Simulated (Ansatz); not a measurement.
VF₅. Total charge 0; triplet. Geometry PBE0-D4/def2-SVP, that of the neutral singlet; atoms count from 1.

```csv
atom,x (Å),y (Å),z (Å)
V1,0.0001,0.0000,-0.0004
F2,1.5778,-0.2514,0.6372
F3,-1.5785,0.2519,-0.6354
F4,-0.6031,-1.1951,1.0233
F5,0.5547,-0.4099,-1.5379
F6,0.0490,1.6044,0.5131
```

At PBE0-D4/def2-TZVP a singlet of charge 0 lies 3.83 eV below the triplet at the same geometry.

Q: Estimate the Mulliken populations from the PBE0/def2-TZVP orbitals of Ansatz.

A: 
```json
{"atom": "V1", "charge (e)": "1.57", "spin (α − β)": "0.88", "d electrons": "2.99"}
{"atom": "F2", "charge (e)": "-0.28", "spin (α − β)": "0.34", "d electrons": "–"}
{"atom": "F3", "charge (e)": "-0.28", "spin (α − β)": "0.34", "d electrons": "–"}
{"atom": "F4", "charge (e)": "-0.30", "spin (α − β)": "0.26", "d electrons": "–"}
{"atom": "F5", "charge (e)": "-0.38", "spin (α − β)": "-0.04", "d electrons": "–"}
{"atom": "F6", "charge (e)": "-0.32", "spin (α − β)": "0.21", "d electrons": "–"}
```
Mulliken values and Mayer orders depend strongly on the basis.

Q: Where does the spin sit?

A: Summed by element: V 0.88, F 1.12, of 2 unpaired in all. Largest on single atoms: V1 0.88, F2 0.34, F3 0.34.

Q: And the Mayer bond orders between bonded heavy atoms (over 0.3)?

A: V1–F2 0.66 (1.72 Å); V1–F3 0.66 (1.72 Å); V1–F4 0.81 (1.69 Å); V1–F5 0.99 (1.69 Å); V1–F6 0.84 (1.69 Å).
